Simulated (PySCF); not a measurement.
Level of theory: PBE0-D4/def2-TZVP (PySCF). All species are isolated molecules in the gas phase. 

Reference species (SMILES): `[F][In]([F])[F]` (neutral, multiplicity 1).

```json
{
  "S1 oscillator strength": "0.000",
  "HOMO": "-11.14 eV"
}
```

Changed species: `[F][In]([Cl])[F]` (1 of 3 F replaced by Cl; the reference has 0 of 3 F replaced by Cl).

### Question
Give the shifts of the S1 oscillator strength and HOMO.

### Answer
the S1 oscillator strength increases by 0.019, to 0.019; the HOMO goes up by 1.24 eV, to -9.90 eV.
